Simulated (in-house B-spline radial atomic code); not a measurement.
## Ionising Br⁵⁺ with different functionals

Computed with a B-spline radial code for spherical atoms: scalar-relativistic (spin-free X2C) Hamiltonian, Fermi nucleus of rms radius 4.1629 fm, spin-polarised at highest spin, spherical fractional occupations for the functionals, the average over the highest-spin determinants for Hartree-Fock. The ionisation energy is the difference of two self-consistent energies, [Ar] 3d10 4s2 → [Ar] 3d10 4s1, without Breit or QED terms; ε is the level of the shell that loses the electron (its least bound occupied spin orbital). There is no spin-orbit coupling in this Hamiltonian.

| method | rung | ΔSCF (eV) | -ε(4s) (eV) |
| --- | --- | --- | --- |
| Hartree-Fock | Hartree-Fock | 85.31 | 85.54 |
| HF fractional | Hartree-Fock | 85.31 | 85.54 |
| LDA VWN5 | LDA | 88.45 | 81.51 |
| LDA PW92 | LDA | 88.44 | 81.51 |
| LDA exchange-only | LDA | 86.65 | 79.94 |
| PBE | GGA | 87.99 | 81.01 |
| PBEsol | GGA | 87.82 | 81.02 |
| BLYP | GGA | 88.23 | 81.17 |
| RPBE | GGA | 87.74 | 80.75 |
| PW91 | GGA | 88.12 | 81.17 |
| BP86 | GGA | 88.04 | 81.24 |
| AM05 | GGA | 87.74 | 80.99 |
| OLYP | GGA | 87.49 | 80.54 |
| TPSS | meta-GGA | 87.50 | 80.87 |
| SCAN | meta-GGA | 87.44 | 81.48 |
| r2SCAN | meta-GGA | 87.30 | 81.29 |
| M06-L | meta-GGA | 87.40 | 80.88 |
| revTPSS | meta-GGA | 87.34 | 80.82 |
| PBE0 | global hybrid | 87.53 | 82.39 |
| B3LYP | global hybrid | 88.08 | 82.45 |
| TPSSh | global hybrid | ? | ? |
| M06-2X | global hybrid | 87.60 | 82.88 |
| BHandHLYP | global hybrid | 87.43 | 83.90 |
| r2SCAN0 | global hybrid | 87.10 | 82.64 |
| B97-1 | global hybrid | 87.88 | 82.08 |
| HSE06 | range-separated hybrid | 87.61 | 82.15 |
| wB97X | range-separated hybrid | 87.44 | 85.34 |
| CAM-B3LYP | range-separated hybrid | 88.07 | 84.30 |
| LC-wPBE | range-separated hybrid | ? | ? |

(1) What does LC-wPBE give?

(2) What does TPSSh give?

(3) Among the functionals, which spreads more, the ΔSCF values or the orbital energies?

(4) How do they compare with the NIST value?

Results:

(1) ΔSCF 87.76 eV, and -ε(4s) = 85.77 eV.

(2) ΔSCF 87.37 eV, and -ε(4s) = 81.44 eV.

(3) The orbital energies: ΔSCF values span about 1.79 eV and the orbital energies 5.83 eV.

(4) NIST lists 87.39 eV ± 0.025 (measured, ground level to ground level). Errors run from -2.08 to +1.06 eV; M06-L is closest (+0.01 eV), though others lie within the uncertainty of it, and part of that can be cancellation, since the calculations leave out Breit-QED terms. Hartree-Fock also lacks correlation.
